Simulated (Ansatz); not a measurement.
Dissociation curve of LiNa, singlet.

- RKS-PBE = restricted PBE/def2-SVP run with Ansatz (an electronic-structure program)
- UKS-PBE = unrestricted PBE/def2-SVP (Ansatz)
- UKS-PBE0 = unrestricted PBE0/def2-SVP in Ansatz
- FCI = full CI/def2-SVP, frozen core (Ansatz)

Energies relative to the lowest point of each curve near equilibrium, in kcal/mol; the last columns give the error against full CI:

| R / Å | RKS-PBE | UKS-PBE | UKS-PBE0 | FCI | RKS-PBE − FCI | UKS-PBE − FCI | UKS-PBE0 − FCI |
|---|---|---|---|---|---|---|---|
| 2.34 | 7.7 | 7.7 | 8.1 | 8.8 | -1.2 | -1.2 | -0.7 |
| 2.49 | 4.0 | 4.0 | 4.3 | 4.9 | -0.8 | -0.8 | -0.6 |
| 2.62 | 1.9 | 1.9 | 2.1 | 2.5 | -0.6 | -0.6 | -0.4 |
| 2.76 | 0.6 | 0.6 | 0.7 | 0.9 | -0.3 | -0.3 | -0.3 |
| 2.82 | 0.3 | 0.3 | 0.3 | 0.5 | -0.2 | -0.2 | -0.2 |
| 2.93 | 0.0 | 0.0 | 0.0 | 0.1 | -0.1 | -0.1 | -0.1 |
| 3.04 | 0.1 | 0.1 | 0.0 | 0.0 | 0.1 | 0.1 | 0.0 |
| 3.09 | 0.2 | 0.2 | 0.2 | 0.1 | 0.1 | 0.1 | 0.1 |
| 3.28 | 1.1 | 1.1 | 1.1 | 0.8 | 0.3 | 0.3 | 0.3 |
| 3.34 | 1.4 | 1.4 | 1.5 | 1.1 | 0.3 | 0.3 | 0.3 |
| 3.57 | 3.3 | 3.3 | 3.5 | 2.9 | 0.4 | 0.4 | 0.6 |
| 3.90 | 6.5 | 6.5 | 6.6 | 5.8 | 0.7 | 0.7 | 0.8 |
| 4.40 | 11.5 | 11.0 | 10.7 | 10.1 | 1.4 | 0.9 | 0.6 |
| 4.89 | 16.0 | 14.4 | 13.6 | 13.3 | 2.6 | 1.0 | 0.2 |
| 5.28 | 19.0 | 16.2 | 15.1 | 15.0 | 3.9 | 1.1 | 0.1 |
| 5.83 | 22.4 | 17.7 | 16.4 | 16.4 | 5.9 | 1.3 | 0.0 |
| 6.32 | 24.6 | 18.4 | 17.0 | 17.1 | 7.6 | 1.3 | -0.1 |
| 7.20 | 27.3 | 18.8 | 17.4 | 17.5 | 9.8 | 1.3 | -0.1 |
| 7.89 | 28.5 | 18.9 | 17.4 | 17.6 | 10.8 | 1.3 | -0.2 |
| 8.81 | 29.3 | 18.9 | 17.5 | 17.7 | 11.6 | 1.2 | -0.2 |

RKS-PBE is furthest from FCI at 8.81 (11.6 kcal/mol, above); its mean absolute error over the points is 2.9 kcal/mol.

UKS-PBE is furthest from FCI at 6.32 (1.3 kcal/mol, above); its mean absolute error over the points is 0.7 kcal/mol.

UKS-PBE0 is furthest from FCI at 3.90 (0.8 kcal/mol, above); its mean absolute error over the points is 0.3 kcal/mol.

The restricted form behind RKS-PBE keeps the bonding electrons paired and can't separate into open-shell fragments. The unrestricted determinant behind UKS-PBE is spin-contaminated at 3.90 to 8.81 Å (<S²> up to 1.0, against 0.00 for a pure singlet). The unrestricted determinant behind UKS-PBE0 is spin-contaminated at 3.57 to 8.81 Å (<S²> up to 1.0, against 0.00 for a pure singlet).
